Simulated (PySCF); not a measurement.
Compound: BCl2(nPr), C3H7BCl2.
Bonds: B1–Cl2, B1–Cl3, B1–C4, C4–C5, C5–C6. Hydrogens: H7, H8 on C4; H9, H10 on C5; H11, H12, H13 on C6.

The closed-shell ground state was solved at several levels (PySCF, density fitting, gas phase, non-relativistic). The structure is a single PBE0-D3(BJ)/def2-SVP conformer in the gas phase; no vibrational or solvent corrections.

| level | basis functions | total energy (Eh) | HOMO (eV) | LUMO (eV) | gap (eV) | dipole (D) |
| --- | --- | --- | --- | --- | --- | --- |
| B3LYP/pcSseg-1 | 151 | -1063.8626 | -8.63 | -1.45 | 7.18 | 1.67 |
| PBE0/pcSseg-1 | 151 | -1063.3365 | -8.88 | -1.30 | 7.58 | 1.75 |

Question: What might wB97X-D/def2-SVPD (190 basis functions) give for the same quantities?

Answer: Total energy -1063.4603 Eh, HOMO -10.74 eV, LUMO 0.51 eV, gap 11.25 eV, dipole 1.70 D.

Question: Over all these levels, which gives the widest orbital gap and which the narrowest?

Answer: wB97X-D/def2-SVPD (range-separated hybrid) has the widest, 11.25 eV, and B3LYP/pcSseg-1 (global hybrid, 20 % exact exchange) the narrowest, 7.18 eV. Functional and basis both differ between the two, so the spread mixes both effects.

Question: How far do the dipole and the HOMO energy spread over the levels?

Answer: The dipole runs from 1.67 to 1.75 D (mean 1.70 D) and the HOMO from -10.74 to -8.63 eV.

The pairwise dispersion term of wB97X-D wasn't added to the energies; at a given geometry it leaves orbitals and properties as they are.
